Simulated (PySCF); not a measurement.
Structure problem from calculated spectra and properties.

Formula: C9H7P.

| Quantity | Value |
| --- | --- |
| UV, first state | lowest singlet excitation: 4.20 eV (295 nm, f = 0.007) [TDDFT wB97X-D/def2-SVPD] |
| NMR, other nuclei | isotropic shieldings of nuclei other than C and H, by class: 100 (1 P) ppm [GIAO PBE0/pcSseg-1] |
| Polarisability | 132.5 au [wB97X-D/def2-SVPD] |
| Triplet | lowest triplet excitation (Tamm–Dancoff): 2.75 eV [TDA wB97X-D/def2-SVPD] |
| 13C NMR | chemical shifts (computed TMS as zero) by class: 170.8 (1 C), 152.7 (1 C), 141.4 (1 C), 139.6 (1 C), 136.8 (1 C), 136.5 (1 C), 134.1 (1 C), 132.6 (1 C), 132.5 (1 C) ppm [GIAO PBE0/pcSseg-1] |
| Rotational structure | rotational constants A, B, C: 2.817, 0.909, 0.687 GHz [PBE0-D3(BJ)/def2-SVP] |
| Dipole | 1.99 D [wB97X-D/def2-SVPD] |
| Valence photoelectron | vertical ionisation energy: 8.21 eV [ΔSCF wB97X-D/def2-SVPD] |
| UV, strongest line | among the 10 lowest singlet transitions: S4 at 5.47 eV (227 nm, f = 0.719) [TDDFT wB97X-D/def2-SVPD] |
| 1H NMR | chemical shifts (computed TMS as zero) by class: 9.64 (1 H), 8.68 (1 H), 8.50 (1 H), 8.02 (1 H), 7.93 (1 H), 7.76 (1 H), 7.72 (1 H) ppm [GIAO PBE0/pcSseg-1] |

Electronic properties: PySCF, gas phase, density fitting. Levels stand in brackets. Isolated species at its PBE0-D3(BJ)/def2-SVP geometry, gas phase. NMR values are class means; diastereotopic atoms form classes of their own.

Problem. Give a SMILES that accounts for the data.

Solution. Numbering: `[cH:1]1[cH:2][cH:3][c:4]2[cH:5][p:6][cH:7][cH:8][c:9]2[cH:10]1`. 9 carbons fall into 9 classes; from least to most shielded: aromatic CH carbon [C5] (170.8 ppm), aromatic CH carbon [C7] (152.7 ppm), aromatic CH carbon [C8] (141.4 ppm), ring-fusion aromatic carbon [C4] (139.6 ppm), ring-fusion aromatic carbon [C9] (136.8 ppm), aromatic CH carbon [C10] (136.5 ppm), aromatic CH carbon [C3] (134.1 ppm), aromatic CH carbon [C2] (132.6 ppm), aromatic CH carbon [C1] (132.5 ppm). Hydrogen classes from least to most shielded: 1 H on an aromatic CH carbon, C5 (9.64 ppm), 1 H on an aromatic CH carbon, C7 (8.68 ppm), 1 H on an aromatic CH carbon, C8 (8.50 ppm), 1 H on an aromatic CH carbon, C10 (8.02 ppm), 1 H on an aromatic CH carbon, C3 (7.93 ppm), 1 H on an aromatic CH carbon, C2 (7.76 ppm), 1 H on an aromatic CH carbon, C1 (7.72 ppm). The other shieldings belong to: 100 ppm, phosphorus bonded to 2 C [P6]. The first electron is taken from the HOMO, whose largest Löwdin shares are 0.18 on an aromatic CH carbon, 0.16 on the phosphorus bonded to 2 C and 0.12 on each of 2 atoms of one kind (aromatic CH carbon). The optimised geometry has point group Cs and is an asymmetric top. Structure: isophosphinoline (`C1=CC=C2C=PC=CC2=C1`). Computed isomers that give other values at the same levels: `c1ccc2pcccc2c1` (rotational constant A: 2.353 GHz; this holds for the one conformer computed). The assignments are read from this structure; whether some other isomer fits the data as well wasn't checked.
